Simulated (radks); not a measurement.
Valence configurations of F+ (all share [He]). All-electron calculation, scalar-relativistic Kohn-Sham, PBE, spin-polarised, spherical densities, point nucleus; open shells are filled with parallel spins first. Program: a radial shooting solver on a logarithmic mesh with Libxc functionals. Energies are relative to 2s2 2p4; eigenvalues in eV for spin up.

| valence | E (eV) | moment (Bohr magnetons) | e(2p) | e(2s) |
|---|---|---|---|---|
| 2s2 2p4 | 0.000 | 2 | -29.906 | -48.970 |
| 2s1.5 2p4.5 | 9.513 | 2 | -30.021 | -49.173 |
| 2s1 2p5 | 18.998 | 2 | -30.135 | -49.375 |
| 2s0.5 2p5.5 | 30.116 | 1 | -29.425 | -48.638 |
| 2p6 | 40.213 | 0 | -28.569 | - |

NIST lists [He] 2s2 2p4 as the ground configuration; this level of theory agrees among the configurations tried. The energies are those of spherical high-spin densities, not of single terms.
